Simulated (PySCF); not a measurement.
C4H11NSi, SMILES [SiH3]/C=C(/C)CN.

The structure is a stationary point at B3LYP-D3(BJ)/def2-SVP. The structure was generated by enumeration; whether it is a known compound was not checked. One conformer was computed; it need not be the lowest.

Method: PBE/def2-TZVP in PySCF.

The molecule is in vacuum.

Computed frontier levels, gap, dipole moment and polarisability:
```json
{
 "highest_occupied_level": "-5.73 eV",
 "lowest_empty_level": "-1.17 eV",
 "orbital_gap": "4.56 eV",
 "dipole_moment": "3.52 D",
 "quadrupole, principal values (traceless, Buckingham form, about the centre of nuclear charge)": "-7.08, -0.40, 7.47 D·Å",
 "mean_static_polarisability": "90.0 bohr³ (13.33 Å³)",
 "polarisability_principal_values": "68.1, 88.0, 113.9 bohr³"
}
```
